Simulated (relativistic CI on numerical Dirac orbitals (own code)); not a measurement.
Mn³⁺: L-alpha,beta X-ray emission

Computed with this model: Dirac-Coulomb-Breit CI, orbitals from a KLI potential per configuration, model QED (radiative potential, 1s self-energy scaled to tabulated hydrogen-like ionisation energies), valence Slater integrals scaled by 0.7, multiplet model of X-ray emission after core ionisation; configurations [Ar] 3d4 → [He] 2s2 2p5 3s2 3p6 3d4 → [Ar] 3d3; 80 K; Lorentzian 0.84 eV and Gaussian 0.5 eV FWHM. Energies are those of the free ion, without screening or charge transfer. S is read from ⟨S²⟩ = S(S + 1).

Field parameters in Wybourne normalisation: D4h B²₀ = −7Ds, B⁴₀ = 21(Dq − Dt), B⁴₄ = 21√(5/14) Dq; Oh B⁴₀ = 21Dq, B⁴₄ = √(5/14) B⁴₀. The field is a parameter set, without covalency.

free ion: ground-state S = 2.00, centroid 652.35 eV. Peaks (eV, height): 641.9 (10), 643.5 (9), 645.1 (10), 646.5 (12), 648.2 (25), 651.1 (11), 654.8 (100), 657.9 (16).

D4h, 10Dq = 28400, Ds = 980, Dt = 760 cm⁻¹: ground-state S = 1.02, centroid 650.28 eV. Peaks (eV, height): 645.6 (65), 648.4 (76), 649.7 (79), 654.7 (100), 657.2 (47).

D4h, 10Dq = 8200, Ds = 680, Dt = -100 cm⁻¹: ground-state S = 2.00, centroid 651.78 eV. Peaks (eV, height): 644.3 (20), 648.2 (58), 650.8 (32), 652.4 (47), 654.4 (100).

Oh, 10Dq = 21850 cm⁻¹: ground-state S = 1.05, centroid 651.59 eV. Peaks (eV, height): 646.0 (49), 649.3 (45), 651.6 (25), 654.9 (100), 657.1 (85).

D4h, 10Dq = 9050, Ds = 260, Dt = 880 cm⁻¹: ground-state S = 2.00, centroid 651.82 eV. Peaks (eV, height): 643.0 (10), 644.9 (20), 648.4 (49), 651.0 (32), 652.9 (52), 654.8 (100).

D4h, 10Dq = 13750, Ds = 370, Dt = -310 cm⁻¹: ground-state S = 1.99, centroid 651.39 eV. Peaks (eV, height): 643.8 (24), 646.8 (57), 648.7 (57), 651.6 (48), 654.1 (100), 657.1 (56).

Strongest unbroadened transitions for D4h, 10Dq = 9050, Ds = 260, Dt = 880 cm⁻¹:

```tsv
Energy (eV)	Relative strength
648.58	21.2
650.87	24.6
652.62	81.1
652.63	44.7
653.33	22.7
653.85	17.7
654.21	31.2
654.71	46.1
654.72	25.6
654.75	81.8
654.76	31.3
654.85	100.0
654.86	20.3
654.87	28.6
655.40	20.8
655.57	24.2
655.61	47.2
656.39	18.7
```
